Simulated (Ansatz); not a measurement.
Gas-phase electronic energies from Ansatz, PBE0-D4/def2-TZVP geometries. CBS: MP2 limit from def2 TZ/QZ plus the TZ coupled-cluster correction, frozen cores. Functionals use def2-TZVPP. B3LYP here is the variant with VWN-RPA as its local correlation; programs differ in this. One conformer a species, not always the lowest.

Consider the ligand exchange at the Si–O bond: `[AlH2][SiH2]O[SiH3]` + CH₃NH₂ → `CN[SiH2][AlH2]` + `O[SiH3]`.

(1) Is it downhill or uphill in electronic energy at CCSD(T)/CBS, and by how much? (An estimate is asked.)

(2) What do these levels give: PBE-D4, r2SCAN-D4, PBE0-D4, B3LYP-D4, ωB97X-V, PBE0, HF/def2-TZVPP, CCSD/def2-TZVPP, MP2/def2-QZVPP, SCS-MP2/def2-QZVPP, MP2/CBS(def2), CCSD/CBS(def2)? (Estimate.)

Largest T1 diagnostic among the species: 0.012.

## Answers

(1) Computed: Uphill: ΔE = +14.7 kcal/mol.

(2) Ansatz gave: PBE-D4 12.4, r2SCAN-D4 14.1, PBE0-D4 13.4, B3LYP-D4 15.0, ωB97X-V 14.7, PBE0 13.6, HF/def2-TZVPP 18.5, CCSD/def2-TZVPP 15.4, MP2/def2-QZVPP 14.5, SCS-MP2/def2-QZVPP 15.4, MP2/CBS(def2) 14.4, CCSD/CBS(def2) 15.3 kcal/mol.

From PBE to PBE0 (25 % exact exchange), in def2-TZVPP and without D4, ΔE moves by +1.0 kcal/mol. In def2-TZVPP, CCSD(T) changes the Hartree–Fock value by −3.8 kcal/mol (the triples alone add −0.6 kcal/mol) and MP2 by −4.1 kcal/mol.
